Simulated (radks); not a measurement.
Values are calculated unless marked as measured or tabulated.
Problem. The hydrogen anion H-, [He], held by a Watson sphere: a shell of charge +1.33 at radius R that stands for the Madelung well of a crystal (potential energy -1.33/R inside, -1.33/r outside, in hartree with lengths in bohr). Code: a radial shooting solver on a logarithmic mesh with Libxc functionals. Model: non-relativistic Kohn-Sham, r2SCAN, spin-polarised, spherical densities, point nucleus; meta-GGA in the generalised Kohn-Sham scheme.

R (bohr)  e(1s) (eV)  <r> 1s (bohr)  sum of <r^2> (bohr^2)  X-ray form factor at sin(theta)/lambda = 0.2 1/angstrom
1.4          -13.451          1.462                  5.543                                                    0.981
1.54         -12.709          1.522                  6.007                                                    0.931
1.89         -11.156          1.658                  7.161                                                    0.824
2.29          -9.768          1.794                  8.446                                                    0.732
2.37          -9.527          1.819                  8.696                                                    0.717
2.39          -9.469          1.825                  8.759                                                    0.714
2.47          -9.241          1.849                  9.006                                                    0.700
2.48          -9.213          1.852                  9.037                                                    0.698

Estimate the row for R = 2.62 bohr.

Solution. e(1s) (eV) -8.839; <r> 1s (bohr) 1.892; sum of <r^2> (bohr^2) 9.463; X-ray form factor at sin(theta)/lambda = 0.2 1/angstrom 0.676.
